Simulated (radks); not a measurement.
Q: Species: Pb XLIV. Configuration: [Kr] 4d3. All-electron calculation, scalar-relativistic Kohn-Sham, LDA (Slater exchange, VWN5 correlation), spin-polarised, spherical densities, finite nucleus; open shells are filled with parallel spins first (spin-orbit coupling, left out, can overturn this in heavy ions); Fermi nuclear charge, rms radius 5.5012 fm. Program: a radial shooting solver on a logarithmic mesh with Libxc functionals. Some entries of the table are withheld. Estimate them.

orbital  occ.  eigenvalue (eV)  <1/r> (bohr^-1)  r(max) (bohr)
1s up       1        -90040.67            101.2       0.009856
1s down     1        -90040.49            101.2       0.009856
2s up       1        -17782.91            23.78        0.05720
2s down     1        -17779.09            23.78        0.05720
2p up       3        -15556.04            20.91        0.04762
2p down     3        -15552.77            20.91        0.04761
3s up       1        -5758.631            8.911         0.1605
3s down     1        -5755.967            8.913         0.1605
3p up       3        -5117.202            8.082         0.1604
3p down     3        -5114.361            8.085         0.1604
3d up       5        -4476.546            7.585            (1)
3d down     5        -4473.005            7.586            (2)
4s up       1        -2610.283            4.250         0.3441
4s down     1        -2601.003            4.249         0.3440
4p up       3        -2374.599            3.922         0.3568
4p down     3        -2365.466            3.919         0.3568
4d up       3              (3)            3.669         0.3508
4d down     0              (4)            3.667         0.3507

A: 
(1) 3d up r(max) (bohr): 0.1302
(2) 3d down r(max) (bohr): 0.1303
(3) 4d up eigenvalue (eV): -2122.540
(4) 4d down eigenvalue (eV): -2113.385
